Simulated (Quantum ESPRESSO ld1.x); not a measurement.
Results of a calculation; reference values are marked as such.
Hg73+, 7 electrons, occupied as [He] 2s2 2p3. Level of theory: Dirac Kohn-Sham, PBE, spin-unpolarised, spherical densities, point nucleus; open shells are shared between the two j in proportion to 2j + 1 (ld1.x of Quantum ESPRESSO 7.5).

Normalised radial functions P(r) = r R(r) (large component), r in bohr:

r	2p1/2
0.001006	0.0991
0.001209	0.1194
0.001465	0.1458
0.001761	0.1775
0.002116	0.2172
0.002564	0.2696
0.003082	0.3332
0.003735	0.4174
0.004489	0.5198
0.00544	0.6549
0.006539	0.8175
0.007923	1.0287
0.009523	1.2770
0.01154	1.5889
0.01387	1.9391
0.01681	2.3522
0.0202	2.7780
0.02428	3.2046
0.02942	3.6044
0.03537	3.8858
0.04285	4.0047
0.05151	3.8949
0.06241	3.5201
0.07502	2.9377
0.0909	2.1873
0.1093	1.4582
0.1324	0.8178
0.1591	0.3926
0.1928	0.1454
0.2318	0.0432

2p1/2: eigenvalue -21633 eV, 0 radial nodes, <r> = 0.0550 bohr, 90 % of the charge inside 0.0914 bohr.
